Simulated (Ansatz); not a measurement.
Ansatz (a program for electronic structure) input (B3LYP/def2-TZVPD):

Ansatz 0.2 input:
```yaml
crystal:
  periodic: [false, false, false]
  atoms:
    - {symbol: Hf, position_ang: [0.28608069, 0.20739972, -0.15815526]}
    - {symbol: O, position_ang: [-0.86987354, 1.27221407, -0.92475992]}
    - {symbol: Cl, position_ang: [-0.80228361, -1.47708780, 1.10501517]}
basis:
  gaussian:
    orbitals: def2-TZVPD
hamiltonian:
  xc: {name: B3LYP}
total_charge: 1
```

End of the output:

```
integrals: 0.05 GiB planned
896 factors; their error is unknown
mean field: 0.45 GiB planned
mean field evaluation 1: about -15844.1569 eV, gradient 1.2e2 eV
mean field evaluation 2: about -15496.1756 eV, gradient 3.3e2 eV
mean field evaluation 4: about -15869.0873 eV, gradient 3.6e1 eV
mean field evaluation 8: about -15872.6240 eV, gradient 2.4e-1 eV
mean field evaluation 16: about -15872.6555 eV, gradient 2.1e-4 eV
mean field -15872.65548661 eV, -583.3093302608 hartree, gradient 4.5e-5 eV, S^2 0.000000; 0 other end points of the search recorded, 0 dependent functions left out
reference -15872.65573470 eV, -583.3093393778 hartree; 18, 18 occupied and 111, 111 virtual orbitals, 896 factors
Total energy: -15872.65573470 eV, -583.3093393778 hartree
```

This state (charge 1, singlet) is run at the relaxed geometry of the species with charge 0 and multiplicity 2.
